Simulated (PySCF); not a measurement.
B2N, SMILES [B][N][B] (connectivity only; charge and spin as stated), neutral, multiplicity 2. Atoms are numbered in the order given.

```xyz
3

B      0.0000     0.0000     1.3108
N      0.0000     0.0000     0.0000
B      0.0000     0.0000    -1.3108
```
Charge 0, spin multiplicity 2.

Coordinates come from a B3LYP-D3(BJ)/def2-TZVP optimisation.

Method: ωB97X/def2-TZVPD in PySCF.

Mulliken values depend strongly on the basis, most of all with diffuse functions as here. ESP charges are fitted to the potential on shells at 1.4 to 2.0 van der Waals radii. Atomic charges (e):

```tsv
atom	Mulliken	ESP fit	meta-Löwdin	Mulliken spin
B1	-0.89	-0.48	-0.01	-0.43
N2	0.62	0.30	-0.31	1.60
B3	0.27	0.17	0.32	-0.16
```
